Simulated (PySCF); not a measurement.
Worked example: chemical shift, span and skew from a shielding tensor

CH6ClFSi2, SMILES F[SiH2]C[SiH2]Cl. Atoms are numbered in the order given.

```xyz
11

Si     1.4965     0.3337     0.3972
F      3.0626    -0.1146     0.3528
C      0.4760    -1.0278    -0.3809
Si    -1.2236    -0.4912    -0.9361
Cl    -2.0516     0.6966     0.5579
H      1.1304     0.5412     1.8222
H      1.3747     1.5950    -0.3857
H      1.0182    -1.4038    -1.2673
H      0.3883    -1.8653     0.3311
H     -1.1364     0.3383    -2.1699
H     -2.1374    -1.6454    -1.1601
```
Charge 0, spin multiplicity 1.

The structure is a stationary point at PBE0-D3(BJ)/def2-SVP. The structure was generated by enumeration, and PubChem lists no compound with its InChIKey, so it may never have been made. The values are those of a single conformer.

GIAO shieldings from PBE/pcSseg-1 run with PySCF, non-relativistic, no solvent. The symmetric part of the tensor of F2 has the principal values 348.0, 365.7, 401.0 ppm. The same nucleus in CFCl3 has σ = 133.6 ppm at this level (PySCF, at its B3LYP-D3(BJ)/def2-TZVP geometry). Without spin–orbit terms, shifts of atoms bonded to Cl or Br come out too high.

Question: Work out the isotropic shielding, the ¹⁹F shift against CFCl3, the span and the skew.

Answer: 
σ(iso) = (σ11 + σ22 + σ33)/3 = 371.6 ppm. δ = σ(ref) − σ(iso) = 133.6 − (371.6) = -238.0 ppm.
Span Ω = σ33 − σ11 = 53.0 ppm. Skew κ = 3(σ(iso) − σ22)/Ω = 0.33. Tumbling in solution averages the tensor to δ; in a static solid the shielding alone would spread this spin-1/2 line over Ω.
